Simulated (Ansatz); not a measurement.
A nudged elastic band was laid between two geometries of CH6AlBrGe (10 atoms, charge 0, multiplicity 1).

All numbers below come from RKS PBE0-D4/def2-SVP in Ansatz 0.2.0.

- movable images: 5
- climbing image: yes
- spring: 5.0 eV/Å²
- optimiser: fire
- start path: through a guess of the saddle point
- force threshold: 0.05 eV/Å
- iteration limit: 60
- end points: relaxed
- largest step: 0.5 Å

First end point:

```xyz
10
Properties=species:S:1:pos:R:3
C -1.004 1.357 -0.075
Ge -0.254 -0.391 -0.537
Al 1.843 -1.071 0.615
Br -1.878 -1.965 0.098
H -1.169 1.430 1.008
H -0.315 2.155 -0.390
H -1.966 1.490 -0.590
H -0.195 -0.502 -2.080
H 1.857 -2.346 1.560
H 3.165 -0.209 0.394
```

Last end point:

```xyz
10
Properties=species:S:1:pos:R:3
C -0.972 1.510 -0.284
Ge 0.031 -0.103 -0.744
Al 1.588 -1.333 0.715
Br -0.894 -1.826 0.902
H -0.757 1.813 0.749
H -0.658 2.321 -0.962
H -2.052 1.351 -0.407
H -0.568 -0.654 -2.064
H 2.323 -2.585 0.083
H 2.043 -0.547 2.015
```

**Question.** What changes between the two ends?

**Answer.** Bonds formed: Al3–Br4. The dihedral H8–Ge2–Al3–H9 goes from -115 to 17°.

**Question.** What energy profile does the band end with?

**Answer.** It converged. The highest image is number 0 of 0 to 6, 0.000 eV above the first end and 0.354 eV above the last; the last end lies 0.354 eV below the first. The highest image is an end point: on this band no image between the ends rises above it.

```tsv
image	path coordinate (Å)	energy (eV)	Al3–Br4 (Å)	dihedral H8–Ge2–Al3–H9 (°)
0	0.00	0.000	3.86	-115
1	0.64	-0.004	3.86	-95
2	1.29	-0.013	3.83	-73
3	1.94	-0.025	3.78	-52
4	2.59	-0.078	3.41	-35
5	3.24	-0.246	2.81	-6
6	3.91	-0.354	2.54	17
```

The band took 47 iterations and about 26 core-minutes.

Run time: 13 min on 2 threads of Arm Neoverse V2, with other jobs on the host, peak memory 0.36 GiB.
